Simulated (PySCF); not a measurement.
This script is equivalent to a calculation on Bi⁺ (bismuth, charge +1).

```python
from pyscf import gto, scf, dft, mp, cc
import basis_set_exchange as bse
txt = bse.get_basis("aug-cc-pVQZ-PP", elements=["Bi"], fmt="nwchem", header=False, augment_diffuse=1)
cut = txt.index("\nECP")
mol = gto.M(atom="Bi 0 0 0", charge=1, spin=2, symmetry="D2h",
            basis=gto.basis.parse(txt[:cut]),
            ecp={"Bi": gto.basis.parse_ecp(txt[cut:])})
mf = dft.UKS(mol, xc="MN15")
mf.irrep_nelec = {'Ag': (4, 4), 'B1g': (1, 1), 'B2g': (1, 1), 'B3g': (1, 1), 'B1u': (2, 1), 'B2u': (2, 1), 'B3u': (1, 1)}
mf.kernel()
```

What total energy does it give?

-213.874 hartree (calculated).

Which occupied shell lies highest, and where?

6p α, at -13.705 eV.

What is ⟨S²⟩, and what would a pure spin state give?

2.003, against 2.00.

Energies and moments cover only the electrons outside the core potential. Spin-orbit coupling is strong in this species (close to jj coupling), so the high-spin LS determinant is a model state, not a physical level.
